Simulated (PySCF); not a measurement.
**Curvature of the energy in the electron number along the 5p block, charge -1**

Calculated with PySCF 2.14, in aug-cc-pVDZ-PP with ECP28MDF, ECP: one orbital is emptied in steps, and each cell gives the departure of E from the straight line at half an electron, in eV (from a cubic fit). The exact functional gives zero.

| species | orbital | LDA | PBE | r2SCAN | PBE0 | BHandHLYP | LC-wPBE |
| --- | --- | --- | --- | --- | --- | --- | --- |
| Sn⁻ | 5p alpha | -0.65 | -0.63 | -0.59 | -0.44 | -0.26 | 0.08 |
| Sb⁻ | 5p beta | -0.66 | -0.63 | -0.56 | -0.43 | -0.28 | 0.09 |
| Te⁻ | 5p beta | -0.77 | -0.74 | -0.67 | -0.51 | -0.31 | 0.08 |
| I⁻ | 5p beta | -0.87 | -0.83 | -0.77 | -0.57 | -0.33 | 0.06 |

Q: How does the mean departure depend on the functional?

A: LDA -0.74 eV; PBE -0.71 eV; r2SCAN -0.65 eV; PBE0 -0.49 eV; BHandHLYP -0.30 eV; LC-wPBE 0.08 eV. Semilocal functionals are convex (delocalisation error), and exact exchange removes curvature roughly in proportion to its share, so among the functionals the range-separated hybrids usually come closest to zero.

At the full anion the orbital energy is positive in some cells, where the basis helps to hold the electron.

No spin-orbit coupling is included.
